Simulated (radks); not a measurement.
Ionisation of the hafnium ion Hf+, [Xe] 4f14 5d1 6s2, to [Xe] 4f14 5d2 as the strength of local exchange is varied. All-electron calculation, scalar-relativistic Kohn-Sham, Slater X-alpha exchange (alpha = 2/3 is LDA exchange), no correlation, spin-polarised, spherical densities, point nucleus; open shells are filled with parallel spins first (spin-orbit coupling, left out, can overturn this in heavy ions). Program: a radial shooting solver on a logarithmic mesh with Libxc functionals.

alpha  E(Hf+) (hartree)  exchange (hartree)  IE (eV)  -e of the level emptied (eV)  <r> of it (bohr)
0.57        -15019.3089           -247.9318   14.296                   10.070 (6s)             3.227
0.61        -15036.8000           -265.6662   14.347                   10.327 (6s)             3.203
0.667       -15061.7630           -291.0132   14.413                   10.700 (6s)             3.170
0.673       -15064.3933           -293.6865   14.419                   10.739 (6s)             3.167
0.752       -15099.0718           -328.9757   14.493                   11.271 (6s)             3.122
0.754       -15099.9508           -329.8713   14.495                   11.285 (6s)             3.121
1.025       -15219.5710           -452.2280   14.614                   13.222 (6s)             2.975

NIST Atomic Spectra Database: 14.61 +/- 0.04 eV (theoretical). The Delta-SCF value meets it near alpha = 1.02. Open shells are spherical and high-spin; term and fine-structure splittings are not resolved. Spin-orbit splitting is averaged out at the scalar-relativistic level.
